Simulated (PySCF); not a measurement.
B(F)2(NH2) (BF₂H₂N), SMILES NB(F)F. Coordinates come from a B3LYP-D3(BJ)/def2-SVP optimisation. One conformer was computed; it need not be the lowest.

Level of theory: B3LYP-D3(BJ)/def2-SVP run with PySCF.

Harmonic wavenumbers (cm⁻¹): 381, 424, 478, 543, 664, 872, 889, 1435, 1443, 1606, 3618, 3723. Rotational constants (GHz): 9.942, 9.548, 4.871; symmetry number 2.

**Question.** Work out the zero-point energy and the ideal-gas rigid-rotor harmonic-oscillator thermochemistry at 298.15 K and 1 atm.

**Answer.** ZPE = ½ Σ hcν = ½ × 16076 cm⁻¹ = 22.98 kcal/mol. H − E(el) = 26.17 kcal/mol. Entropy in cal/(mol K): translation 38.43, rotation 22.68, vibration 3.88, total 64.99. G − E(el) = 6.80 kcal/mol. Cp = 15.52 cal/(mol K).
